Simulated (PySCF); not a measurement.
**From a computed spectrum to the compound**

A species of 3 atoms with charge 0 has these harmonic modes (PBE0, small Gaussian bases with core potentials, PySCF 2.14.0):

```csv
cm⁻¹,km/mol,symmetry
127,7.6,a'
453,73.9,a'
569,116.0,a'
```

Question: Which species is it, and in which structure?

Answer: PmSF (singlet in the valence; each metal's 4f electrons, 4 of them, lie in its core potential, out of spins and levels):
```xyz
3

Pm   -0.1624    0.0000   -0.3291
S     1.8230    0.0000    0.9708
F    -1.8290    0.0000    0.8764
```
Ideal gas at 298.15 K and 1 bar: S = 315.2 J/(mol K), Cp = 51.6 J/(mol K), H − H(0 K) = 12.9 kJ/mol (rigid rotor, harmonic modes, spin degeneracy alone, that of the 4f electrons in the core included). An lcecp potential fixes the number of 4f electrons, so in runs with it no electron can move into or out of that shell.
 Other answers can fit too; this one was computed.
